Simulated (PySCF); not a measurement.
In(Cl)(Me)(OMe) (C₂H₆ClInO), SMILES C[O][In]([CH3])[Cl].

Geometry: B3LYP-D3(BJ)/def2-SVP. The structure was generated by enumeration; whether it is a known compound was not checked. The def2 effective core potentials stand for the cores of In; spin–orbit coupling is left out. The values are those of a single conformer.

Two levels are set side by side: PBE/def2-TZVP (PySCF) and ωB97X/def2-TZVP (PySCF). Same geometry, gas phase. Differences are taken from unrounded values.

| quantity | ωB97X | PBE | PBE minus ωB97X |
|---|---|---|---|
| orbital gap (eV) | 10.48 | 3.69 | -6.79 |
| highest occupied level (eV) | -10.02 | -6.07 | 3.95 |
| lowest empty level (eV) | 0.46 | -2.39 | -2.84 |
| dipole moment (D) | 4.32 | 4.09 | -0.24 |
| mean polarisability (bohr³) | 76.1 | 82.5 | 6.4 |

PBE's occupied levels lie high since its potential decays too fast outside the molecule; exact exchange lowers them and widens the gap. Loosely held outer electrons make PBE densities more polarisable. Differences between two approximate levels are no errors against the true value.

Rough cost on one machine, each run with all the roots and properties that it gave: ωB97X against PBE within a factor of 2.
